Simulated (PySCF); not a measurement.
AlCl (SMILES [Al][Cl]), singlet, geometry from GFN2-xTB (such geometries of metal compounds can be far from the true shape); B3LYP/6-31G* (PySCF).

Input for PySCF:
```python
from pyscf import gto, scf, dft

mol = gto.M(
    atom='''
Al   -0.00000000   -0.00000000   -1.15413952
Cl    0.00000000    0.00000000    0.88257728
''',
    basis='6-31g*',
    verbose=4,
)

mf = dft.RKS(mol)
mf.xc = 'b3lyp'
mf.diis = False
mf.max_cycle = 100
mf.kernel()
```

What the program printed (banner, timings and long lists left out):

```
PySCF version 2.14.0

[INPUT] verbose = 4
[INPUT] num. atoms = 2
[INPUT] num. electrons = 30
[INPUT] charge = 0
[INPUT] spin (= nelec alpha-beta = 2S) = 0
[INPUT] symmetry False subgroup None
[INPUT] Mole.unit = angstrom
[INPUT] Symbol           X                Y                Z      unit          X                Y                Z       unit  Magmom
[...]
nuclear repulsion = 57.4199435156228
number of shells = 16
number of NR pGTOs = 102
number of NR cGTOs = 36
basis = 6-31g*
ecp = {}

******** <class 'pyscf.dft.rks.RKS'> ********
method = RKS
initial guess = minao
damping factor = 0
level_shift factor = 0
DIIS disabled
SCF conv_tol = 1e-09
SCF conv_tol_grad = None
SCF max_cycles = 100
direct_scf = True
direct_scf_tol = 1e-13
XC library pyscf.dft.libxc version 7.1.2
    S. Lehtola, C. Steigemann, M. J. T. Oliveira, and M. A. L. Marques,  SoftwareX 7, 1–5 (2018)
XC functionals = b3lyp
    P. J. Stephens, F. J. Devlin, C. F. Chabalowski, and M. J. Frisch,  J. Phys. Chem. 98, 11623 (1994)
radial grids:
    Treutler-Ahlrichs [JCP 102, 346 (1995); DOI:10.1063/1.469408] (M4) radial grids

becke partition: Becke, JCP 88, 2547 (1988); DOI:10.1063/1.454033
pruning grids: <function nwchem_prune>
grids dens level: 3
symmetrized grids: False
atomic radii adjust function: <function treutler_atomic_radii_adjust>
small_rho_cutoff = 0
Set gradient conv threshold to 3.16228e-05
Initial guess from minao.
tot grids = 38064
init E= -702.736409840128
[...]
cycle= 1 E= -702.650741684162  delta_E= 0.0857  |g|= 0.268  |ddm|= 1.28
[...]
cycle= 2 E= -702.625714583782  delta_E= 0.025  |g|= 0.387  |ddm|= 0.907
[...]
cycle= 3 E= -702.613988737008  delta_E= 0.0117  |g|= 0.424  |ddm|= 1.13
[...]
cycle= 4 E= -702.520642771705  delta_E= 0.0933  |g|= 0.672  |ddm|= 1.45
[...]
cycle= 5 E= -702.503843547512  delta_E= 0.0168  |g|= 0.69  |ddm|= 1.89
[...]
cycle= 6 E= -701.968650165818  delta_E= 0.535  |g|= 1.41  |ddm|= 2.56
[...]
cycle= 7 E= -701.920645662221  delta_E= 0.048  |g|= 1.35  |ddm|= 3.85
[...]
cycle= 8 E= -697.681938567068  delta_E= 4.24  |g|=  2.9  |ddm|= 5.65
[...]
cycle= 9 E= -697.848387951531  delta_E= -0.166  |g|= 2.82  |ddm|= 7.05
[...]
cycle= 10 E= -688.736601766344  delta_E= 9.11  |g|= 3.36  |ddm|= 12.1

WARN: HOMO -1.54470705793687 == LUMO -1.54470705793686

cycle= 11 E= -649.863861088525  delta_E= 38.9  |g|= 15.9  |ddm|= 13.2
[...]
cycle= 12 E= -683.595492096517  delta_E= -33.7  |g|= 3.17  |ddm|= 11.2

WARN: HOMO -1.47309272713017 == LUMO -1.47263085608334

cycle= 13 E= -636.425460608903  delta_E= 47.2  |g|= 6.01  |ddm|= 11.5

WARN: HOMO -1.27725110550576 == LUMO -1.27676296848171

cycle= 14 E= -683.32012443523  delta_E= -46.9  |g|= 3.23  |ddm|= 11.5

WARN: HOMO -1.48468933385062 == LUMO -1.4841530626888

cycle= 15 E= -636.401470384981  delta_E= 46.9  |g|= 6.01  |ddm|= 11.5

WARN: HOMO -1.2770451930831 == LUMO -1.27653832942065

cycle= 16 E= -683.31724376698  delta_E= -46.9  |g|= 3.23  |ddm|= 11.5

WARN: HOMO -1.48484148267005 == LUMO -1.48430501682239

cycle= 17 E= -636.40132550878  delta_E= 46.9  |g|= 6.01  |ddm|= 11.5

WARN: HOMO -1.27704014629132 == LUMO -1.27653285817335

cycle= 18 E= -683.317208614021  delta_E= -46.9  |g|= 3.23  |ddm|= 11.5

WARN: HOMO -1.484843481629 == LUMO -1.48430702186392

cycle= 19 E= -636.401324329819  delta_E= 46.9  |g|= 6.01  |ddm|= 11.5

WARN: HOMO -1.27704006677427 == LUMO -1.2765327709783

cycle= 20 E= -683.317208145556  delta_E= -46.9  |g|= 3.23  |ddm|= 11.5

WARN: HOMO -1.48484352623573 == LUMO -1.48430706583882

cycle= 21 E= -636.401324327821  delta_E= 46.9  |g|= 6.01  |ddm|= 11.5

WARN: HOMO -1.27704006546235 == LUMO -1.27653276778475

cycle= 22 E= -683.317208134105  delta_E= -46.9  |g|= 3.23  |ddm|= 11.5

WARN: HOMO -1.48484354643897 == LUMO -1.48430708523705

cycle= 23 E= -636.401324339259  delta_E= 46.9  |g|= 6.01  |ddm|= 11.5

WARN: HOMO -1.27704006522467 == LUMO -1.27653276573741

cycle= 24 E= -683.317208128766  delta_E= -46.9  |g|= 3.23  |ddm|= 11.5

WARN: HOMO -1.48484356673242 == LUMO -1.48430710470689

cycle= 25 E= -636.401324351148  delta_E= 46.9  |g|= 6.01  |ddm|= 11.5

WARN: HOMO -1.27704006499151 == LUMO -1.27653276368034

cycle= 26 E= -683.317208123451  delta_E= -46.9  |g|= 3.23  |ddm|= 11.5

WARN: HOMO -1.48484358722366 == LUMO -1.48430712436656

cycle= 27 E= -636.401324363175  delta_E= 46.9  |g|= 6.01  |ddm|= 11.5

WARN: HOMO -1.27704006475559 == LUMO -1.27653276160427

cycle= 28 E= -683.317208118088  delta_E= -46.9  |g|= 3.23  |ddm|= 11.5

WARN: HOMO -1.48484360788755 == LUMO -1.48430714419202

cycle= 29 E= -636.401324375321  delta_E= 46.9  |g|= 6.01  |ddm|= 11.5

WARN: HOMO -1.27704006451775 == LUMO -1.27653275950981

cycle= 30 E= -683.317208112677  delta_E= -46.9  |g|= 3.23  |ddm|= 11.5

WARN: HOMO -1.4848436287218 == LUMO -1.48430716418107

cycle= 31 E= -636.401324387583  delta_E= 46.9  |g|= 6.01  |ddm|= 11.5

WARN: HOMO -1.27704006427808 == LUMO -1.27653275739688

cycle= 32 E= -683.317208107217  delta_E= -46.9  |g|= 3.23  |ddm|= 11.5

WARN: HOMO -1.48484364972729 == LUMO -1.48430718433461

cycle= 33 E= -636.401324399963  delta_E= 46.9  |g|= 6.01  |ddm|= 11.5

WARN: HOMO -1.27704006403663 == LUMO -1.27653275526535

cycle= 34 E= -683.317208101707  delta_E= -46.9  |g|= 3.23  |ddm|= 11.5

WARN: HOMO -1.48484367090539 == LUMO -1.48430720465389

cycle= 35 E= -636.401324412464  delta_E= 46.9  |g|= 6.01  |ddm|= 11.5

WARN: HOMO -1.27704006379334 == LUMO -1.27653275311502

cycle= 36 E= -683.317208096148  delta_E= -46.9  |g|= 3.23  |ddm|= 11.5

WARN: HOMO -1.48484369225746 == LUMO -1.48430722514027

cycle= 37 E= -636.401324425084  delta_E= 46.9  |g|= 6.01  |ddm|= 11.5

WARN: HOMO -1.27704006354823 == LUMO -1.27653275094574

cycle= 38 E= -683.317208090539  delta_E= -46.9  |g|= 3.23  |ddm|= 11.5

WARN: HOMO -1.48484371378492 == LUMO -1.48430724579507

cycle= 39 E= -636.401324437825  delta_E= 46.9  |g|= 6.01  |ddm|= 11.5

WARN: HOMO -1.27704006330128 == LUMO -1.27653274875733

cycle= 40 E= -683.31720808488  delta_E= -46.9  |g|= 3.23  |ddm|= 11.5

[...]

cycle= 54 E= -683.317208043808  delta_E= -46.9  |g|= 3.23  |ddm|= 11.5

WARN: HOMO -1.48484389249012 == LUMO -1.48430741726254

cycle= 55 E= -636.401324544294  delta_E= 46.9  |g|= 6.01  |ddm|= 11.5

WARN: HOMO -1.27704006125805 == LUMO -1.27653273053963

cycle= 56 E= -683.317208037727  delta_E= -46.9  |g|= 3.23  |ddm|= 11.5

WARN: HOMO -1.48484391566087 == LUMO -1.48430743949568

cycle= 57 E= -636.40132455819  delta_E= 46.9  |g|= 6.01  |ddm|= 11.5

WARN: HOMO -1.27704006099402 == LUMO -1.27653272817084

cycle= 58 E= -683.31720803159  delta_E= -46.9  |g|= 3.23  |ddm|= 11.5

WARN: HOMO -1.48484393902158 == LUMO -1.48430746191132

cycle= 59 E= -636.401324572221  delta_E= 46.9  |g|= 6.01  |ddm|= 11.5

WARN: HOMO -1.27704006072802 == LUMO -1.27653272578107

cycle= 60 E= -683.317208025399  delta_E= -46.9  |g|= 3.23  |ddm|= 11.5

WARN: HOMO -1.4848439625738 == LUMO -1.48430748451089

cycle= 61 E= -636.401324586388  delta_E= 46.9  |g|= 6.01  |ddm|= 11.5

WARN: HOMO -1.27704006046007 == LUMO -1.27653272337012

cycle= 62 E= -683.317208019151  delta_E= -46.9  |g|= 3.23  |ddm|= 11.5

WARN: HOMO -1.48484398631904 == LUMO -1.48430750729591

cycle= 63 E= -636.401324600695  delta_E= 46.9  |g|= 6.01  |ddm|= 11.5

WARN: HOMO -1.27704006019013 == LUMO -1.27653272093779

cycle= 64 E= -683.317208012846  delta_E= -46.9  |g|= 3.23  |ddm|= 11.5

WARN: HOMO -1.48484401025884 == LUMO -1.48430753026782

cycle= 65 E= -636.401324615141  delta_E= 46.9  |g|= 6.01  |ddm|= 11.5

WARN: HOMO -1.27704005991821 == LUMO -1.2765327184839

cycle= 66 E= -683.317208006484  delta_E= -46.9  |g|= 3.23  |ddm|= 11.5

WARN: HOMO -1.48484403439477 == LUMO -1.48430755342813

cycle= 67 E= -636.401324629728  delta_E= 46.9  |g|= 6.01  |ddm|= 11.5

WARN: HOMO -1.27704005964427 == LUMO -1.27653271600822

cycle= 68 E= -683.317208000064  delta_E= -46.9  |g|= 3.23  |ddm|= 11.5

WARN: HOMO -1.48484405872837 == LUMO -1.48430757677836

cycle= 69 E= -636.401324644458  delta_E= 46.9  |g|= 6.01  |ddm|= 11.5

WARN: HOMO -1.27704005936831 == LUMO -1.27653271351056

cycle= 70 E= -683.317207993587  delta_E= -46.9  |g|= 3.23  |ddm|= 11.5

WARN: HOMO -1.48484408326121 == LUMO -1.48430760031999

cycle= 71 E= -636.401324659331  delta_E= 46.9  |g|= 6.01  |ddm|= 11.5

WARN: HOMO -1.27704005909034 == LUMO -1.27653271099073

cycle= 72 E= -683.317207987049  delta_E= -46.9  |g|= 3.23  |ddm|= 11.5

WARN: HOMO -1.48484410799489 == LUMO -1.48430762405457

cycle= 73 E= -636.401324674349  delta_E= 46.9  |g|= 6.01  |ddm|= 11.5

WARN: HOMO -1.27704005881031 == LUMO -1.2765327084485

cycle= 74 E= -683.317207980453  delta_E= -46.9  |g|= 3.23  |ddm|= 11.5

WARN: HOMO -1.484844132931 == LUMO -1.48430764798363

cycle= 75 E= -636.401324689517  delta_E= 46.9  |g|= 6.01  |ddm|= 11.5

WARN: HOMO -1.27704005852824 == LUMO -1.27653270588368

cycle= 76 E= -683.317207973797  delta_E= -46.9  |g|= 3.23  |ddm|= 11.5

WARN: HOMO -1.48484415807112 == LUMO -1.48430767210869

cycle= 77 E= -636.401324704832  delta_E= 46.9  |g|= 6.01  |ddm|= 11.5

WARN: HOMO -1.27704005824411 == LUMO -1.27653270329605

cycle= 78 E= -683.31720796708  delta_E= -46.9  |g|= 3.23  |ddm|= 11.5

WARN: HOMO -1.48484418341688 == LUMO -1.48430769643134

cycle= 79 E= -636.401324720298  delta_E= 46.9  |g|= 6.01  |ddm|= 11.5

WARN: HOMO -1.2770400579579 == LUMO -1.2765327006854

cycle= 80 E= -683.317207960302  delta_E= -46.9  |g|= 3.23  |ddm|= 11.5

WARN: HOMO -1.48484420896993 == LUMO -1.48430772095313

cycle= 81 E= -636.401324735916  delta_E= 46.9  |g|= 6.01  |ddm|= 11.5

WARN: HOMO -1.27704005766961 == LUMO -1.27653269805152

cycle= 82 E= -683.317207953463  delta_E= -46.9  |g|= 3.23  |ddm|= 11.5

WARN: HOMO -1.48484423473185 == LUMO -1.48430774567562

cycle= 83 E= -636.401324751689  delta_E= 46.9  |g|= 6.01  |ddm|= 11.5

WARN: HOMO -1.27704005737922 == LUMO -1.27653269539418

cycle= 84 E= -683.31720794656  delta_E= -46.9  |g|= 3.23  |ddm|= 11.5

WARN: HOMO -1.48484426070435 == LUMO -1.48430777060045

cycle= 85 E= -636.401324767616  delta_E= 46.9  |g|= 6.01  |ddm|= 11.5

WARN: HOMO -1.27704005708672 == LUMO -1.27653269271316

cycle= 86 E= -683.317207939595  delta_E= -46.9  |g|= 3.23  |ddm|= 11.5

WARN: HOMO -1.48484428688904 == LUMO -1.48430779572916

cycle= 87 E= -636.4013247837  delta_E= 46.9  |g|= 6.01  |ddm|= 11.5

WARN: HOMO -1.2770400567921 == LUMO -1.27653269000826

cycle= 88 E= -683.317207932566  delta_E= -46.9  |g|= 3.23  |ddm|= 11.5

WARN: HOMO -1.48484431328761 == LUMO -1.4843078210634

cycle= 89 E= -636.401324799943  delta_E= 46.9  |g|= 6.01  |ddm|= 11.5

WARN: HOMO -1.27704005649534 == LUMO -1.27653268727924

cycle= 90 E= -683.317207925473  delta_E= -46.9  |g|= 3.23  |ddm|= 11.5

WARN: HOMO -1.48484433990174 == LUMO -1.48430784660475

cycle= 91 E= -636.401324816346  delta_E= 46.9  |g|= 6.01  |ddm|= 11.5

WARN: HOMO -1.27704005619644 == LUMO -1.27653268452588

cycle= 92 E= -683.317207918315  delta_E= -46.9  |g|= 3.23  |ddm|= 11.5

WARN: HOMO -1.48484436673311 == LUMO -1.48430787235486

cycle= 93 E= -636.401324832912  delta_E= 46.9  |g|= 6.01  |ddm|= 11.5

WARN: HOMO -1.27704005589538 == LUMO -1.27653268174795

cycle= 94 E= -683.317207911091  delta_E= -46.9  |g|= 3.23  |ddm|= 11.5

WARN: HOMO -1.48484439378343 == LUMO -1.48430789831539

cycle= 95 E= -636.401324849642  delta_E= 46.9  |g|= 6.01  |ddm|= 11.5

WARN: HOMO -1.27704005559216 == LUMO -1.27653267894523

cycle= 96 E= -683.317207903802  delta_E= -46.9  |g|= 3.23  |ddm|= 11.5

WARN: HOMO -1.48484442105441 == LUMO -1.48430792448797

cycle= 97 E= -636.401324866539  delta_E= 46.9  |g|= 6.01  |ddm|= 11.5

WARN: HOMO -1.27704005528675 == LUMO -1.27653267611747

cycle= 98 E= -683.317207896445  delta_E= -46.9  |g|= 3.23  |ddm|= 11.5

WARN: HOMO -1.48484444854778 == LUMO -1.48430795087425

cycle= 99 E= -636.401324883603  delta_E= 46.9  |g|= 6.01  |ddm|= 11.5

WARN: HOMO -1.27704005497916 == LUMO -1.27653267326446

cycle= 100 E= -683.317207889021  delta_E= -46.9  |g|= 3.23  |ddm|= 11.5
SCF not converged.
SCF energy = -683.317207889021
```

The run did not converge; its last values are not results.
